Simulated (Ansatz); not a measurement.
Reaction (ligand exchange at the Si–C bond): `O[SiH](O)/C=[CH]\[GeH3]` + `[SiH3]S` → `O[SiH](O)S[SiH3]` + `C=[CH][GeH3]`

Program: Ansatz. Geometries: PBE0-D4/def2-TZVP. ΔE: electronic, gas phase. CCSD(T)/CBS is the MP2 limit (def2-TZVPP, def2-QZVPP) plus CCSD(T) − MP2 in def2-TZVPP, frozen cores. DFT in def2-TZVPP. For Ge outer-core shells are correlated without core-valence functions, which leaves a few kJ/mol of doubt a bond. Scalar relativity is left out up to krypton. One conformer a species, not always the lowest.

| level | ΔE (eV) |
| --- | --- |
| PBE-D4 | -0.76 |
| CCSD/def2-TZVPP | -0.71 |
| CCSD(T)/def2-TZVPP | -0.72 |
| SCS-MP2/def2-QZVPP | -0.77 |

**Question.** What does CCSD(T)/CBS give? (Best estimate.)

**Answer.** Computed: -0.76 eV. The listed levels differ from it by 0.00, 0.05, 0.04, -0.01 eV.

Largest T1 diagnostic among the species: 0.012.
